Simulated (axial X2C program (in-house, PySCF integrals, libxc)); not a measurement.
Photoelectron levels of BBr by EOM-IP-CCSD

Calculated with an axial X2C code built on PySCF integrals: two-component X2C with atomic mean-field Coulomb and Gaunt terms, Gaussian nuclei, basis Br dyall-cv3z, B dyall-v3z with contracted cores.

R = 2.063 Å (1.090 times 1.893 Å, the PBE0 minimum at charge 0 for the lowest determinant).

Vertical ionisation energies of BBr to the states of BBr⁺:

| Ω of BBr⁺ | vertical IE (eV) | above lowest (cm⁻¹) | ionised spinor | one-hole weight |
| --- | --- | --- | --- | --- |
| 1/2 | 10.458 | 0 | 38% B sσ, 36% B pσ, 22% Br pσ | 0.93 |
| 3/2 | 11.591 | 9137 | 89% Br pπ, 7% B pπ | 0.94 |
| 1/2 | 11.899 | 11619 | 89% Br pπ, 7% B pπ | 0.93 |
| 1/2 | 15.352 | 39469 | 54% Br pσ, 34% B sσ | 0.75 |

Problem. What is the splitting of the first π pair in the table, and is it regular or inverted?

Solution. E(3/2) − E(1/2) = 9137 − 11619 = -2482 cm⁻¹ at EOM-IP-CCSD: inverted, Ω = 3/2 lower. Splittings at this level can be off by ten to twenty per cent.

This point took 6.9 s on 1 thread of Intel(R) Xeon(R) Processor @ 2.30GHz, with other jobs on the host.

Reference electrons by ω block (each with its −ω partner): 1/2: 14, 3/2: 5, 5/2: 1. 10 electrons of BBr correlated (inner shells frozen), 94 natural virtual spinors (a truncated set); levels can be off by some tenths of an eV. Roots sought by Ω: (1/2: 4, 3/2: 3, 5/2: 1); rows need 60 % one-particle weight and stop where some Ω has no more roots. Missing are any skipped roots, higher Ω and states of a further excitation; these come out far too high here and may in truth be low or lowest. T1 of the reference 0.019 (Lee–Taylor). Number of frozen shells: Br 3 s, 2 p, 1 d; B 1 s.
